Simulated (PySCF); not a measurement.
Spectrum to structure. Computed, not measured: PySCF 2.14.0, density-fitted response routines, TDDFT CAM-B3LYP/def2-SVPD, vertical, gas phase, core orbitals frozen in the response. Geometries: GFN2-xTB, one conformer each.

| state | E (eV) | f |
| --- | --- | --- |
| S1 | 5.79 | 0.561 |
| S2 | 5.95 | 0.0031 |
| S3 | 6.30 | 0.0032 |
| S4 | 6.40 | 0.127 |
| S5 | 6.50 | 0.0002 |
| S6 | 6.60 | 0.0008 |
| S7 | 6.88 | 0.0005 |
| S8 | 6.93 | 0.457 |

Triplets computed (Tamm–Dancoff): 3.57, 4.60, 5.11 eV.

Problem. Which candidate is it? All have the formula C5H7ClN2Si.
A. `c1(Cl)n([SiH3])nc(c1)C=C`
B. `C=C[Si@@H](Cl)n1cccn1`
C. `C=CC1=CN=C(Cl)N1[SiH3]`

Solution. A. Its S1 lies at 5.79 eV; the nearest of the others has S1 at 6.38 eV. S1 is HOMO→LUMO (86%), HOMO-1→LUMO (8%). Löwdin shares by element: HOMO carbon 36% or more, nitrogen 31% (atoms not listed hold the other 33%); LUMO carbon 57% or more, nitrogen 18% or more (atoms not listed hold the other 26%). At the same level the other candidates give, for their lowest levels:
- `C=C[Si@@H](Cl)n1cccn1`: 6.38 eV (f 0.111); 6.55 eV (f 0.021); 6.66 eV (f 0.021); 6.70 eV (f 0.035); 7.00 eV (f 0.268); T1 4.29 eV; HOMO -8.65, LUMO 0.27 eV
- `C=Cc1cnc(Cl)n1[SiH3]`: 4.83 eV (f 0.404); 5.71 eV (f 0.000); 5.86 eV (f 0.034); 6.09 eV (f 0.000); 6.37 eV (f 0.003); T1 2.99 eV; HOMO -7.41, LUMO 0.03 eV

Conformer computed: `[CH2:1]=[CH:2][c:3]1[cH:4][c:5]([Cl:6])[n:7]([SiH3:8])[n:9]1`: C1–C2–C3–C4 1°.
